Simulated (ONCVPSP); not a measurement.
# Plane-wave convergence, ONCV potential for Ag

```json
{"Element": "Ag", "Generator": "ONCVPSP 4.0.1", "Type": "optimised norm-conserving Vanderbilt (ONCV)", "Functional": "PBE", "Relativity": "fully relativistic", "Frozen core": "[Ar] 3d10", "Valence charge": "19", "Reference configuration": "4s2 4p6 4d10 5s1", "Partial waves": "4s+5s: rc 1.70 bohr, ncon 4, nbas 7, qcut 7.3 1/bohr, 2 projectors; 4p: rc 1.55 bohr, ncon 4, nbas 8, qcut 11.2 1/bohr, 2 projectors, debl 2.2 Ha; 4d: rc 1.35 bohr, ncon 5, nbas 8, qcut 6.7 1/bohr, 1 projector", "Local potential": "polynomial inside 0.95 bohr (lpopt 5, dvloc0 6 Ha)", "Core correction": "polynomial model core, fcfact 0.2"}
```

Open shells are filled in proportion to 2j + 1.

Q: For each optimised wave give the share of its norm inside rc, the residual kinetic energy above qcut (Ha) and the cutoffs (Ha) for errors of 10, 1, 0.1 and 0.01 mHa per electron.

A:

```
               wave  norm inside rc  residual KE  10 mHa  1 mHa  0.1 mHa  0.01 mHa
                 4s           0.982      2.3e-06     7.3   17.1     21.4      24.6
                 5s           0.077      7.5e-06     5.6   16.3     21.8      26.5
           4p j=3/2           0.918      1.6e-08    14.0   29.1     38.7      45.5
p projector 2 j=3/2           0.039      1.6e-09    10.6   15.1     33.7      42.8
           4p j=1/2           0.932      1.5e-08    15.2   20.7     37.3      44.8
p projector 2 j=1/2           0.041      1.8e-09    11.3   16.0     32.5      42.5
           4d j=5/2           0.546      1.7e-02    24.4   85.8    113.4     128.3
           4d j=3/2           0.561      1.9e-02    25.1   88.7    114.6     129.1
```

The occupied waves need 89 Ha and 115 Ha for 1 and 0.1 mHa.
